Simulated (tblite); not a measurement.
Species: C₂H₁₀OSSi₂.
Structure used (GFN2-xTB), in Å, numbered top down from 1:
```
atom  x, y, z in Å
C1     2.3352    0.7883   -0.5064
S2     1.7568    0.1080    1.0781
Si3    0.0532   -1.0110    0.3971
C4    -1.0100   -1.4233    1.8997
O5    -0.7586   -0.1145   -0.6790
Si6   -1.5022    1.1548   -1.3675
H7     3.1952    1.4119   -0.2869
H8     1.5431    1.3832   -0.9512
H9     2.6200   -0.0217   -1.1705
H10    0.5105   -2.1485   -0.3941
H11   -1.3565   -0.5244    2.4026
H12   -1.8814   -1.9973    1.6022
H13   -0.4508   -2.0104    2.6202
H14   -2.8383    0.6747   -1.7024
H15   -0.6954    1.4805   -2.5438
H16   -1.5283    2.2584   -0.4095
```

Level: GFN2-xTB in tblite, geometry and Hessian alike; calculated harmonic values, unscaled, isolated species. The method is semi-empirical: single wavenumbers can be off by several per cent or more. Modes of hydrogen on silicon can be 10 to 20 % off. One conformer, not necessarily the lowest.

Harmonic wavenumbers (cm⁻¹): 37.3, 48.5, 56.9, 76.4, 87.6, 114.4, 139.1, 179.1, 227.5, 241.5, 467.8, 566.3, 607.4, 610.8, 624.6, 684.1, 728.1, 766.7, 778.5, 786.5, 812.4, 827.3, 843.2, 949.6, 959.2, 1089.9, 1320.4, 1371.2, 1454.5, 1457.2, 1472.2, 1477.4, 2249.4, 2267.9, 2279.9, 2295.4, 3027.1, 3032.6, 3033.6, 3050.3, 3058.6, 3059.7.

A = 2107, B = 1367, C = 919.1 MHz; mass 137.999 u (most abundant isotopes); point group C1, symmetry number 1.

What is the zero-point energy?

½Σν̃ = 24609 cm⁻¹ = 70.36 kcal/mol.

Entropy at 500 K, 1 bar (ideal gas, RRHO, classical rotation)?

Translation 43.27, rotation 30.73, vibration 59.25: S = 133.2 cal/(mol K).

And Cp and H(500 K) − H(0)?

Cp = 53.33 cal/(mol K), of which vibrations give 45.38 (their classical limit is 42 R = 83.5); H(500 K) − H(0) = 17.37 kcal/mol without the zero-point energy, 13.40 from vibrations.

Which modes carry the vibrational entropy at 500 K?

37.3 cm⁻¹: 6.42; 48.5 cm⁻¹: 5.90; 56.9 cm⁻¹: 5.59; 76.4 cm⁻¹: 5.00; 87.6 cm⁻¹: 4.73; 114.4 cm⁻¹: 4.20 cal/(mol K); the other 36 give 27.40 together.

What must be added to the electronic energy to get the Gibbs energy at 500 K and 1 bar?

ZPE + [H(500 K) − H(0)] − T·S = 70.36 + 17.37 − 66.62 = 21.11 kcal/mol.

How do the functions run with temperature in this model?

| T (K) | S (cal/(mol K)) | Cp (cal/(mol K)) | H − H(0) (kcal/mol) | G − H(0) (kcal/mol) | ln q(vib) |
| --- | --- | --- | --- | --- | --- |
| 100 | 76.5 | 23.3 | 1.65 | -6.00 | 3.40 |
| 200 | 95.1 | 31.4 | 4.38 | -14.64 | 7.27 |
| 300 | 109.5 | 40.0 | 7.95 | -24.89 | 10.56 |
| 800 | 161.3 | 65.8 | 35.40 | -93.61 | 23.77 |
| 1000 | 176.6 | 71.4 | 49.16 | -127.43 | 28.12 |

q(vib) and H(0) count from the zero-point level.

Hindered rotation and anharmonicity are outside this model. Other conformers, if any are populated, would add a mixing term that is left out. The structure is chiral; the term R ln 2 for an equal mix with its mirror image is left out.

On an Intel Xeon at 2.50 GHz with one thread, on a shared host, this took 3.8 s wall, 2.1 s CPU. This covers the Hessian and the dipole derivatives.
